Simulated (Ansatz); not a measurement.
A run for Ansatz (an electronic-structure program): R-CCSD(T)/cc-pVDZ on O2 (SMILES O=O), 2S+1 = 1, a spin state set in the input, which need not be the lowest.

Ansatz 0.2 input:
```yaml
crystal:
  periodic: [false, false, false]
  atoms:
    - {symbol: O, position_ang: [-0.00000000, -0.00000000, -0.60227186]}
    - {symbol: O, position_ang: [0.00000000, 0.00000000, 0.60227186]}
basis:
  gaussian:
    orbitals: cc-pVDZ
magnetization: {spin_polarized: false}
correlation: {method: ccsd_t, electrons: outside_noble_gas}
scf: {omitted_lower_state_checks: [cluster_reference]}
```

The head of its log:

```
WARN ansatz: RAYON_NUM_THREADS=2 ignored (pool sized by the plan → 2); use --threads N
Functional definition: HF
these checks for a lower state are left out or cut short: cluster_reference
integrals: 0.00 GiB planned
261 factors; integrals over basis functions are off by at most 1.1e-3 eV
mean field: 0.04 GiB planned
mean field evaluation 1: about -4068.7276 eV, gradient 1.8e1 eV
mean field evaluation 2: about -4068.7299 eV, gradient 1.8e1 eV
mean field evaluation 4: about -4069.2816 eV, gradient 1.0e0 eV
mean field evaluation 8: about -4069.2847 eV, gradient 1.2e-4 eV
mean field evaluation 16: about -4069.2847 eV, gradient 4.8e-5 eV
mean field -4069.28474082 eV, -149.5434559649 hartree, gradient 1.2e-6 eV, S^2 0.000000; 2 other end points of the search recorded, 0 dependent functions left out; unrestricted orbitals would lower it
2 core orbitals not correlated
reference -4069.28474082 eV, -149.5434559649 hartree; 6, 6 occupied and 20, 20 virtual orbitals, 261 factors
```

Q: Predict the final total energy.

A: -149.9363 hartree (reference determinant -149.5435, T1 diagnostic 0.013).
